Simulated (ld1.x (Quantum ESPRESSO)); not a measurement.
Values are calculated unless marked as measured or tabulated.
**Potentials for carbon compared**

Generated with ld1.x 7.5 (TM, RRKJ, ultrasoft, PAW), atompaw 4.2 or ONCVPSP 4.0.1. The cutoff is in Ry: for ld1.x and atompaw files where the sum of valence levels is converged to 10 mRy in a Bessel basis, for ONCV files where the hardest occupied wave has 1 mHa per electron of residual kinetic energy. The error is the largest all-electron minus pseudo excitation energy over each file’s own four to seven test configurations (ionisations up to +4, promotions, holes and added fractions of an electron), all of which were solved. The labels leave out finer settings (local radius, basis sizes, second energies), which also bear on the numbers. Spin-polarised tests are not counted. The rows are a selection from randomly drawn settings: files with unsolved tests, undetermined cutoffs or missed reference levels are left out.

| potential | cutoff (Ry) | largest error (meV) | bound ghosts |
| --- | --- | --- | --- |
| RRKJ, LDA (PZ), scalar-relativistic, rc 1.05/1.65/1.35 (spd), local s, core correction yes, reference 2s1.5 2p2.5 | 40 | +377 | none |
| TM, PBE, scalar-relativistic, rc 1.00/1.95/2.10 (spd), local smoothed, core correction no, reference 2s2 2p2 | 35 | +720 | none |
| RRKJ, LDA (PZ), non-relativistic, rc 0.90/1.45 (sp), local s, core correction no, reference 2s2 2p1 | 60 | +298 | none |
| PAW, PBE, non-relativistic, rc 1.20/1.90 (sp), local smoothed, core correction yes, reference 2s1.5 2p2.5 | 18 | -8.3 | none |
| ultrasoft, PBEsol, scalar-relativistic, rc 1.30/1.95/1.60 (spd), local smoothed, core correction no, reference 2s1.5 2p2.5 | 18 | +97 | none |
| PAW, LDA (PZ), non-relativistic, rc 1.10/1.90 (sp), local smoothed, core correction yes, reference 2s1.75 2p2.25 | 18 | +112 | none |

(1) Fill in the row for C: RRKJ, PW91, non-relativistic, rc 1.05/2.20 (sp), local smoothed, core correction yes, reference 2s2 2p2.

## Answers

(1) cutoff 45 Ry, largest error +955 meV, bound ghosts: none.
